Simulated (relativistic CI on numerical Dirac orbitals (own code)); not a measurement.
## d3 in a ligand field

Computed with a parametric ligand-field model of a d^n configuration (Racah B and C, spin-orbit zeta, crystal field), exact diagonalisation.

Field parameters in Wybourne normalisation: Td as Oh with Dq negative (B⁴₀ = 21Dq, B⁴₄ = √(5/14) B⁴₀). The field is a parameter set, without covalency.

B = 930 cm⁻¹, C = 4610 cm⁻¹ (C/B = 4.96), Td, no spin-orbit coupling. Tanabe-Sugano data, E/B above the lowest term (Δ = |10Dq|; b, c mark the second and third term of a kind):

| Δ/B | 4T1 | 4T2 | 4A2 | 4T1(b) | 2E | 2T1 | 2T2 |
| --- | --- | --- | --- | --- | --- | --- | --- |
| 1.0 | 0.00 | 0.81 | 1.81 | 15.62 | 19.20 | 19.45 | 19.26 |
| 1.9 | 0.00 | 1.56 | 3.46 | 16.21 | 19.02 | 19.79 | 19.56 |
| 2.8 | 0.00 | 2.31 | 5.11 | 16.83 | 18.57 | 20.00 | 19.81 |
| 3.7 | 0.00 | 3.09 | 6.78 | 17.47 | 17.95 | 20.13 | 20.02 |
| 4.6 | 0.00 | 3.87 | 8.47 | 18.14 | 17.25 | 20.19 | 20.19 |
| 5.5 | 0.00 | 4.67 | 10.17 | 18.83 | 16.49 | 20.22 | 20.32 |
| 6.4 | 0.00 | 5.46 | 11.86 | 19.52 | 15.71 | 20.23 | 20.43 |
| 7.3 | 0.00 | 6.27 | 13.57 | 20.24 | 14.89 | 20.22 | 20.51 |
| 8.2 | 0.00 | 7.09 | 15.29 | 20.98 | 14.07 | 20.20 | 20.58 |
| 9.1 | 0.00 | 7.91 | 17.00 | 21.71 | 13.24 | 20.18 | 20.63 |
| 10.0 | 0.00 | 8.74 | 18.74 | 22.47 | 12.39 | 20.15 | 20.67 |
| 10.9 | 0.00 | 9.57 | 20.48 | 23.24 | 11.54 | 20.12 | 20.70 |
| 11.8 | 0.00 | 10.40 | 22.20 | 24.01 | 10.69 | 20.09 | 20.72 |
| 12.7 | 0.00 | 11.25 | 23.95 | 24.80 | 9.83 | 20.06 | 20.74 |
| 13.6 | 0.00 | 12.10 | 25.70 | 25.59 | 8.97 | 20.03 | 20.75 |
| 14.5 | 0.00 | 12.94 | 27.43 | 26.38 | 8.11 | 20.00 | 20.76 |
| 15.4 | 0.00 | 13.79 | 29.19 | 27.19 | 7.24 | 19.97 | 20.77 |
| 16.3 | 0.00 | 14.65 | 30.95 | 28.00 | 6.37 | 19.94 | 20.77 |
| 17.2 | 0.00 | 15.51 | 32.72 | 28.82 | 5.49 | 19.91 | 20.78 |
| 18.1 | 0.00 | 16.37 | 34.46 | 29.64 | 4.63 | 19.89 | 20.78 |
| 19.0 | 0.00 | 17.23 | 36.23 | 30.46 | 3.75 | 19.86 | 20.78 |
| 19.9 | 0.00 | 18.10 | 38.00 | 31.30 | 2.87 | 19.84 | 20.77 |
| 20.8 | 0.00 | 18.96 | 39.75 | 32.12 | 2.00 | 19.81 | 20.77 |
| 21.7 | 0.00 | 19.83 | 41.53 | 32.96 | 1.12 | 19.79 | 20.77 |

The ground term stays 4T1.
